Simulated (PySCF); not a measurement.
trifluoroacetic acid anion (C2HF3O2), SMILES FC(C(=O)O)(F)F (connectivity only; charge and spin as stated), charge -1, multiplicity 2. Atoms are numbered in the order given.

```xyz
8

O      1.5937    -0.7317     0.7674
C      0.8815     0.3744     0.1889
O      1.4804     1.0857    -0.6780
C     -0.5411    -0.0098     0.0040
F     -1.0914    -0.6239     1.0930
F     -1.3248     1.0596    -0.2851
F     -0.8132    -0.9159    -1.0471
H      2.4302    -0.6981     0.2802
```
Charge -1, spin multiplicity 2.

The structure is a stationary point at r2SCAN-D4/def2-SVPD. The spin state was assumed, not searched. Other conformers were not sampled.

Two levels are set side by side: PBE/pcH-1 (PySCF) and B3LYP/pcH-1 (PySCF). Contact hyperfine couplings, same geometry. Differences are taken from unrounded values.

| quantity | B3LYP |
|---|---|
| A(iso) of 17O, atom O1 (MHz) | -46.7 |
| A(iso) of 13C, atom C2 (MHz) | 198.6 |
| A(iso) of 17O, atom O3 (MHz) | -32.5 |
| A(iso) of 13C, atom C4 (MHz) | 94.8 |
| A(iso) of 19F, atom F5 (MHz) | 35.2 |
| A(iso) of 19F, atom F6 (MHz) | 24.0 |
| A(iso) of 19F, atom F7 (MHz) | 378.9 |
| A(iso) of 1H, atom H8 (MHz) | 8.5 |

Task: What does PBE give, and how far is it from B3LYP? (An estimate is asked for; the answer gives what the named calculation found.)

Result: 
```json
[
 {"quantity": "A(iso) of 17O, atom O1 (MHz)", "PBE": "-46.2", "PBE minus B3LYP": "0.6"},
 {"quantity": "A(iso) of 13C, atom C2 (MHz)", "PBE": "170.2", "PBE minus B3LYP": "-28.4"},
 {"quantity": "A(iso) of 17O, atom O3 (MHz)", "PBE": "-18.5", "PBE minus B3LYP": "14.0"},
 {"quantity": "A(iso) of 13C, atom C4 (MHz)", "PBE": "101.2", "PBE minus B3LYP": "6.4"},
 {"quantity": "A(iso) of 19F, atom F5 (MHz)", "PBE": "41.9", "PBE minus B3LYP": "6.7"},
 {"quantity": "A(iso) of 19F, atom F6 (MHz)", "PBE": "26.6", "PBE minus B3LYP": "2.6"},
 {"quantity": "A(iso) of 19F, atom F7 (MHz)", "PBE": "403.5", "PBE minus B3LYP": "24.7"},
 {"quantity": "A(iso) of 1H, atom H8 (MHz)", "PBE": "9.9", "PBE minus B3LYP": "1.4"}
]
```

Rough cost on one machine, each run with all the roots and properties that it gave: B3LYP against PBE within a factor of 2.
